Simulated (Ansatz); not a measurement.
In3O10H11, a hydroxylated oxide cluster, relaxed as a singlet with RKS r2SCAN-D4/def2-SVP in Ansatz, starting from the GFN2-xTB geometry. Force threshold 0.03 eV/Å.

In the def2 sets In takes a core potential; there is no spin–orbit coupling.

Start:

```xyz
24

In    1.518   -0.377    0.875
In    0.766   -0.119   -2.146
In   -1.602    0.236    0.816
O    -1.895    1.597    2.626
O    -0.308   -0.949    1.968
O    -3.409   -0.317    1.200
O     2.856   -0.573    2.216
O     1.041   -1.770   -0.616
O     0.152    1.385    0.702
O     2.483    0.422   -0.850
O     0.903   -1.136   -3.766
O    -1.372   -0.372   -1.176
O     0.277    1.793   -2.289
H    -1.043    1.496    3.069
H    -2.537    1.048    3.088
H    -0.471   -1.887    2.098
H    -3.762   -0.866    0.505
H     3.707   -0.578    1.784
H     0.265   -2.328   -0.524
H     0.221    1.799   -0.168
H     2.594    1.378   -0.851
H     1.342   -1.963   -3.576
H    -1.997    0.054   -1.769
H     0.273    2.027   -3.215
```

```tsv
step	energy (eV)	largest force component (eV/Å)	SCF passes
1	-36157.9879	1.904	20
2	-36158.5637	0.586	21
3	-36158.6446	0.749	21
4	-36158.6858	1.199	20
5	-36158.7419	0.406	26
6	-36158.7779	0.281	20
7	-36158.7855	0.357	19
8	-36158.7895	0.124	20
9	-36158.7942	0.032	21
10	-36158.7946	0.016	22
```

Force components are those of the run's own axes.

End:

Cartesian coordinates in Å:
```
In 1.6896 -0.3280 0.8704
In 0.6586 -0.2849 -2.1256
In -1.5259 0.2248 0.7607
O -1.9866 1.5847 2.6140
O -0.1689 -0.9067 1.9472
O -3.4813 -0.0079 1.2249
O 3.0707 -0.4934 2.3064
O 1.0644 -1.7877 -0.5855
O 0.2603 1.2879 0.5400
O 2.5103 0.3050 -1.0439
O 0.8028 -1.0684 -3.9684
O -1.3695 -0.6262 -1.2059
O 0.0757 1.7148 -2.0046
H -1.4374 1.2662 3.3465
H -2.8680 1.1781 2.7313
H -0.3071 -1.8108 2.2566
H -3.9544 -0.6247 0.6510
H 3.9490 -0.5158 1.8999
H 0.2418 -2.2497 -0.3668
H 0.2900 1.6875 -0.3903
H 2.6130 1.2663 -1.1094
H 1.3705 -1.8515 -3.9328
H -2.0415 -0.2636 -1.8042
H 0.5440 2.3040 -2.6116
```

By distances, no bond broke or formed. The bond that changes most is In2–O12, from 2.36 to 2.25 Å (atoms count from 1).

No frequencies were taken in this run, so the end may be a saddle point.

Run time 42 s (2 threads of AMD EPYC 7R13 on a shared host and a share (18 GiB) of an NVIDIA H100 80GB HBM3), peak host memory 0.94 GiB.
